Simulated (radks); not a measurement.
La+, 56 electrons, occupied as [Xe] 4f1 5d1 (not the ground configuration). All-electron calculation, scalar-relativistic Kohn-Sham, BLYP, spin-polarised, spherical densities, finite nucleus; open shells are filled with parallel spins first (spin-orbit coupling, left out, can overturn this in heavy ions); Fermi nuclear charge, rms radius 4.855 fm. Program: a radial shooting solver on a logarithmic mesh with Libxc functionals. Some entries of the table are withheld. Estimate them.

orbital  occ.  eigenvalue (Ry)  r(max) (bohr)  <1/r> (bohr^-1)
1s down     1        -2848.179        0.01608            62.01
1s up       1        -2848.179        0.01608            62.01
2s up       1        -453.2328        0.09094            14.28
2s down     1        -453.2313        0.09094            14.28
2p up       3        -406.2520        0.07311            13.55
2p down     3        -406.2509        0.07311            13.55
3s up       1        -96.69267         0.2604            5.170
3s down     1        -96.67954         0.2604            5.171
3p up       3        -81.68891         0.2548            4.901
3p down     3        -81.67574         0.2548            4.901
3d up       5        -60.11927         0.2100            4.648
3d down     5        -60.10833         0.2100            4.648
4s up       1        -19.35035         0.6087            2.146
4s down     1        -19.30714         0.6086            2.146
4p up       3        -14.48410         0.6360            1.978
4p down     3        -14.44032         0.6359            1.978
4d up       5         -7.44986         0.6735            1.712
4d down     5         -7.40513         0.6733            1.713
5s up       1              (1)          1.425           0.8303
5s down     1              (2)          1.425           0.8308
5p up       3         -1.76879          1.620              (3)
5p down     3         -1.71826          1.619              (4)
5d up       1         -0.46491          2.406           0.4122
5d down     0         -0.42345          2.429           0.4027
4f up       1         -0.27778            (5)           0.9997
4f down     0         -0.23115            (6)           0.9911

Answer. 
(1) 5s up eigenvalue (Ry): -2.93084
(2) 5s down eigenvalue (Ry): -2.88140
(3) 5p up <1/r> (bohr^-1): 0.6983
(4) 5p down <1/r> (bohr^-1): 0.6985
(5) 4f up r(max) (bohr): 0.7703
(6) 4f down r(max) (bohr): 0.7697
